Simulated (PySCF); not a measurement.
A structure optimised at PBE-D3(BJ)/def2-SVP, used in a PySCF frequency run:

```xyz
12

C     -2.6727     0.4510    -1.0276
C     -1.7615    -0.4417    -0.7021
C     -0.8663    -1.3511    -0.3667
O      0.3519    -1.1098     0.2743
C      0.6254     0.1533     0.6608
F     -0.1799     0.6478     1.6153
C      1.6588     0.8798     0.1959
F      2.4573     0.4184    -0.7767
H     -3.4879     0.7254    -0.3330
H     -2.6571     0.9665    -2.0051
H     -0.9836    -2.4268    -0.5665
H      1.9141     1.8701     0.6000
```

### Question
Write its SMILES and formula.

### Answer
C=C=CO/C(F)=C\F, C5H4F2O

### Question
What are its rotational constants (standard atomic weights)?

### Answer
3.1491, 1.3051, 1.2146 GHz
